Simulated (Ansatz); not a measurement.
The cluster Au2Se. Total charge 0; singlet. Geometry r2SCAN-D4/def2-TZVP, that of the charge +1 doublet.

```xyz
3

Au    1.6096    0.0717   -0.7966
Au   -1.7702   -0.2238   -0.2158
Se    0.1607    0.1521    1.0123
```

In the def2 sets Au takes a core potential; there is no spin–orbit coupling. The structure comes from a short search, and lower isomers may exist.

Q: Estimate the orbital energies around the gap (eV) in Ansatz with PBE-D4/def2-TZVP, r2SCAN-D4/def2-TZVP, PBE0-D4/def2-TZVP.

A: 
```tsv
orbital	PBE-D4/def2-TZVP	r2SCAN-D4/def2-TZVP	PBE0-D4/def2-TZVP
HOMO−5	-7.44	-7.74	-9.01
HOMO−4	-7.29	-7.59	-8.85
HOMO−3	-7.28	-7.57	-8.84
HOMO−2	-6.68	-6.84	-7.52
HOMO−1	-6.42	-6.60	-7.33
HOMO	-5.24	-5.37	-6.15
LUMO	-3.94	-3.73	-3.06
LUMO+1	-3.72	-3.52	-2.81
LUMO+2	-0.97	-0.65	-0.34
LUMO+3	-0.38	-0.01	0.24
LUMO+4	-0.19	0.19	0.44
LUMO+5	0.42	0.86	1.05
```
